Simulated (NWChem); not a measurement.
Species: Si₄H₉, doublet; SMILES [SiH2][SiH]([SiH3])[SiH3]

```xyz
13

Si    -2.2036    -0.4276     0.1652
Si    -0.0479     0.0025    -0.6217
Si     1.4296    -1.6509     0.1825
Si     0.6433     2.1072     0.1721
H     -2.7923    -1.7329    -0.3099
H     -2.2875    -0.3537     1.6697
H     -0.0556    -0.0080    -2.1304
H      2.8380    -1.4061    -0.2961
H      0.9908    -3.0168    -0.2725
H      1.4175    -1.6113     1.6873
H      2.0546     2.3989    -0.2641
H     -0.2617     3.1976    -0.3345
H      0.5962     2.0961     1.6770
```
Atoms are numbered in this order, from 1.

Results from NWChem. Spin-unrestricted. Geometry: optimised at PBE-D3(BJ)/def2-SVP, spin-unrestricted. No stability test was run on the SCF state.

Q: What does the run give for PW6B95/def2-SVP? Quantities: highest occupied level (eV); lowest empty minus highest occupied level, either spin (eV); dipole (D); <S²>.

A: 
```json
{
  "highest occupied level (eV)": "-6.11",
  "lowest empty minus highest occupied level, either spin (eV)": "3.16",
  "dipole (D)": "0.17",
  "<S²>": "0.752"
}
```
